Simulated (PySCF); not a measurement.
## How methods differ on the ionisation energy of O⁺

O⁺ [He] 2s2 2p3 (4S) → O²⁺ [He] 2s2 2p2 (3P), as a difference of total energies. All numbers are calculated (PySCF 2.14, no relativity, point nucleus, in aug-cc-pVTZ (5s4p3d2f, 46 functions)). Correlated levels: valence: 1s2 frozen. The calculations carry no spin-orbit coupling.

```csv
method,ionisation energy (eV),plus first-order spin-orbit estimate,error of that sum (eV)
UHF,34.566,34.539,-0.582
LDA,35.571,35.544,+0.423
PBE,35.272,35.245,+0.124
PBE0,35.305,35.278,+0.157
r2SCAN,35.473,35.446,+0.325
wB97M-V,35.032,35.005,-0.116
B3LYP,35.286,35.260,+0.139
HSE06,35.300,35.273,+0.152
r2SCAN0,35.442,35.415,+0.294
MP2 (valence),35.197,35.170,+0.049
SCS-MP2 (valence),34.941,34.914,-0.207
```

Reference: 35.121 eV (measured; NIST Atomic Spectra Database, ionization energies).

A first-order spin-orbit estimate (lowest level to lowest level, LS coupling) adds -0.027 eV.

Errors of the correlated levels include the incompleteness of this basis and the frozen core.
